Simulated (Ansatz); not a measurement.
A run for Ansatz (a program for electronic structure): R-CCSD(T)/cc-pVTZ on BH3Se (SMILES B[SeH]), a point of a torsion scan. The run froze 15 orbitals, filled d shells among them.

Ansatz 0.2 input:
```yaml
crystal:
  periodic: [false, false, false]
  atoms:
    - {symbol: B, position_ang: [-0.64308039, -0.02700311, 0.10348656]}
    - {symbol: Se, position_ang: [1.10437883, -0.65555940, 0.38142332]}
    - {symbol: H, position_ang: [-1.45064303, -0.78392289, -0.26721408]}
    - {symbol: H, position_ang: [-0.85330114, 1.12155166, 0.10685399]}
    - {symbol: H, position_ang: [1.84028908, 0.55720377, 0.10912913]}
basis:
  gaussian:
    orbitals: cc-pVTZ
magnetization: {spin_polarized: false}
correlation: {method: ccsd_t, electrons: outside_noble_gas}
scf: {lower_state_search: off}
```

Predict the final total energy.

-2426.6337 hartree (reference determinant -2426.3264, T1 diagnostic 0.017).
